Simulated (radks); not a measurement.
Values are calculated unless marked as measured or tabulated.
Task: Ionisation of the iodine ion I2+, [Kr] 4d10 5s2 5p3, to I3+, [Kr] 4d10 5s2 5p2, under several functionals. Dirac Kohn-Sham, spin-unpolarised, spherical densities, finite nucleus; open shells fill j = l - 1/2 first; a radial shooting solver on a logarithmic mesh with Libxc functionals. The NIST Atomic Spectra Database gives 29.57 eV (measured). Rank these functionals by the error of their Delta-SCF ionisation energy: AM05; BP86; B86b exchange with PBE correlation; RPBE; BLYP; OLYP; revPBE; LDA (Slater exchange, Perdew-Wang correlation).

Result: From best to worst: LDA (Slater exchange, Perdew-Wang correlation) 28.992 eV (-0.578); BP86 28.885 eV (-0.685); B86b exchange with PBE correlation 28.751 eV (-0.819); AM05 28.734 eV (-0.836); revPBE 28.662 eV (-0.908); RPBE 28.649 eV (-0.921); BLYP 28.620 eV (-0.950); OLYP 28.578 eV (-0.992). Spin polarisation and multiplet splitting are left out, so open shells lie too high by an amount that depends on their filling.

Beside tabulated values, note that spin-unpolarised runs miss the spin-polarisation part of the exchange energy of open shells.
